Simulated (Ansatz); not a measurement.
## Relaxing a trial structure of H4OSiSnZn

The starting geometry of this gas-phase singlet was optimised with GFN2-xTB.

```yaml
atoms:
  - { symbol: O, position_ang: [-1.3842, -1.8681, -0.7762] }
  - { symbol: Si, position_ang: [-0.8529, -3.3142, -0.9003] }
  - { symbol: Sn, position_ang: [1.2770, -3.0841, -2.4216] }
  - { symbol: Zn, position_ang: [-0.4087, -0.2742, -1.2026] }
  - { symbol: H, position_ang: [-0.8105, 1.1139, -0.9657] }
  - { symbol: H, position_ang: [-1.5850, -4.1394, 0.0868] }
  - { symbol: H, position_ang: [2.1646, -3.2540, -0.8704] }
  - { symbol: H, position_ang: [0.9095, -0.9770, -1.9422] }
```

Task: Predict what it relaxes into with r2SCAN-D4/def2-SVP.

Result: A new bond forms, giving a structure with H7 bridging Sn3 and Si2, given below by its coordinates. Distances that change by over a tenth: Sn3–H7 (1.80 → 2.04 Å), Sn3–H8 (2.19 → 1.86 Å), Zn4–H8 (1.67 → 2.02 Å). Contacts that close: Si2–H7 (3.02 → 1.71 Å).

The energy falls by 0.80 eV over 24 steps:

```tsv
step	E − E(last) (eV)
1	0.801
4	0.331
6	0.299
9	0.273
11	0.237
14	0.048
16	0.008
19	0.000
21	0.000
24	0.000
```

Final geometry (Å):

```yaml
atoms:
  - { symbol: O, position_ang: [-1.2605, -1.8187, -0.3077] }
  - { symbol: Si, position_ang: [-0.6080, -3.1717, -0.9239] }
  - { symbol: Sn, position_ang: [1.3073, -2.9535, -2.5766] }
  - { symbol: Zn, position_ang: [-0.5586, -0.2671, -1.0379] }
  - { symbol: H, position_ang: [-0.4452, 1.2287, -1.2887] }
  - { symbol: H, position_ang: [-1.0763, -4.4059, -0.2137] }
  - { symbol: H, position_ang: [1.0592, -3.1969, -0.5671] }
  - { symbol: H, position_ang: [0.8918, -1.2118, -2.0767] }
```

No frequencies were run, so the end isn't proven a minimum. Atoms past krypton carry core potentials, without spin–orbit terms. Run with Ansatz 0.2.0, 96 s on 2 threads of Arm Neoverse V2 (shared host).
